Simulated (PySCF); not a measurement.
A PySCF script (with the pyscf-properties extension) for the NMR shieldings of `B[B@-]1(C)CC[N@@H+]1C`, C₄H₁₃B₂N, on a GFN2-xTB geometry:

```python
import basis_set_exchange as bse
import numpy as np
from pyscf import gto, dft
from pyscf.prop import nmr

atoms = """
B    -2.037491    0.033837   -0.231775
B    -0.560872   -0.263934    0.476188
C    -0.349201   -1.752770    1.099059
C     0.088020    0.953943    1.390184
C     0.967541    1.310679    0.199105
N     0.795867    0.034517   -0.516787
C     0.782367    0.076023   -1.967918
H    -2.225568    0.248026   -1.375898
H    -3.017839    0.048453    0.416300
H     0.629378   -1.883784    1.564214
H    -0.459144   -2.534748    0.347834
H    -1.090148   -1.954993    1.868050
H     0.677657    0.625366    2.244710
H    -0.547931    1.771193    1.719551
H     0.523510    2.107749   -0.398675
H     2.016274    1.560004    0.396555
H     1.503226   -0.624450   -0.205520
H    -0.013296    0.742294   -2.295368
H     0.578038   -0.919271   -2.359975
H     1.734462    0.432544   -2.372872
"""
names = dict.fromkeys(["B", "C", "N", "H"], "pcSseg-1")
basis = {el: gto.basis.parse(bse.get_basis(n, elements=[el], fmt="nwchem")) for el, n in names.items()}
mol = gto.M(atom=atoms, basis=basis, charge=0, verbose=0)
mf = dft.RKS(mol, xc="PBE0")
mf.grids.level = 2
mf.grids.alignment = dft.numint.BLKSIZE   # the property module wants whole blocks of grid points
mf.conv_tol = 1e-9
mf.kernel()

calc = nmr.RKS(mf)   # GIAO
C = mf.mo_coeff
Co = C[:, mf.mo_occ > 0]
resp = mf.gen_response(singlet=True, hermi=2)
def vind(x):   # induced exchange potential for any number of trial vectors
    d = np.einsum("pi,xij,qj->xpq", C, 2 * x.reshape(-1, C.shape[1], Co.shape[1]), Co, optimize=True)
    return np.einsum("xpq,pi,qj->xij", resp(d - d.transpose(0, 2, 1)), C, Co, optimize=True).ravel()
mo1, _ = nmr.rhf.solve_mo1(calc, with_cphf=vind)
sigma = calc.kernel(mo1)
for i, s in enumerate(sigma):   # ppm
    print("%2d %-2s %9.2f" % (i, mol.atom_pure_symbol(i), np.trace(s) / 3))
```

**Question.** Give the expected output.

**Answer.** 
```
 0 B     -12.94
 1 B      98.75
 2 C     176.29
 3 C     171.72
 4 C     133.64
 5 N     198.96
 6 C     148.72
 7 H      21.13
 8 H      21.42
 9 H      32.08
10 H      31.61
11 H      31.13
12 H      30.91
13 H      30.64
14 H      28.97
15 H      28.12
16 H      29.85
17 H      28.52
18 H      29.02
19 H      29.21
```

These numbers come from an equivalent density-fitted implementation of the same equations, which agrees with the script to about 0.01 ppm for H and up to a few tenths of a ppm for heavy atoms, so last digits may differ.

Size and cost of the density-fitted run: 184 basis functions, 57 s wall time on 1 thread of an Arm Neoverse N1, shared host; peak memory 0.88 GiB.
